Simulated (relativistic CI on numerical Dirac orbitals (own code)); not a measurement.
**Slater and spin-orbit integrals, Si⁶⁺**

Method of calculation: Dirac-Coulomb-Breit CI, KLI orbitals optimised for each configuration, QED by a radiative potential, unscaled Slater integrals (own radial code, finite nucleus).

Slater integrals F^k, G^k are unscaled and averaged over j, outside the closed core 1s2; ζ comes from projecting the Hamiltonian with its Breit term on Σ l·s of the shell.

- 2s2 2p4: F^2(2p,2p) = 193880, ζ(2p) = 3677.1 cm⁻¹; <r>(2p) = 0.4842, <r^2>(2p) = 0.2887 (bohr units).
- 2s 2p5: G^1(2s,2p) = 229810, ζ(2p) = 3614.7 cm⁻¹; <r>(2s) = 0.5336, <r^2>(2s) = 0.3362, <r>(2p) = 0.4873, <r^2>(2p) = 0.2926 (bohr units).
- 2s2 2p3 3s: F^2(2p,2p) = 201590, ζ(2p) = 3977, G^1(2p,3s) = 17030 cm⁻¹; <r>(2p) = 0.4677, <r^2>(2p) = 0.2685, <r>(3s) = 1.414, <r^2>(3s) = 2.27 (bohr units).

Averages of the first 10 configurations, taken without configuration mixing, which lowers the lowest level and can move excited configurations by several eV; other configurations of the list can lie among them:

```json
{"Configuration": "2s2 2p4", "Parity": "even", "States": "15", "Average energy above the lowest level (eV)": "3.5"}
{"Configuration": "2s 2p5", "Parity": "odd", "States": "12", "Average energy above the lowest level (eV)": "51.5"}
{"Configuration": "2p6", "Parity": "even", "States": "1", "Average energy above the lowest level (eV)": "107.9"}
{"Configuration": "2s2 2p3 3s", "Parity": "odd", "States": "40", "Average energy above the lowest level (eV)": "152.2"}
{"Configuration": "2s2 2p3 3p", "Parity": "even", "States": "120", "Average energy above the lowest level (eV)": "163.5"}
{"Configuration": "2s2 2p3 3d", "Parity": "odd", "States": "200", "Average energy above the lowest level (eV)": "176.8"}
{"Configuration": "2p5 3s", "Parity": "odd", "States": "12", "Average energy above the lowest level (eV)": "247.7"}
{"Configuration": "2p5 3p", "Parity": "even", "States": "36", "Average energy above the lowest level (eV)": "257.8"}
{"Configuration": "2s 2p4 3s", "Parity": "even", "States": "60", "Average energy above the lowest level (eV)": "195.6"}
{"Configuration": "2p5 3d", "Parity": "odd", "States": "60", "Average energy above the lowest level (eV)": "270.9"}
```
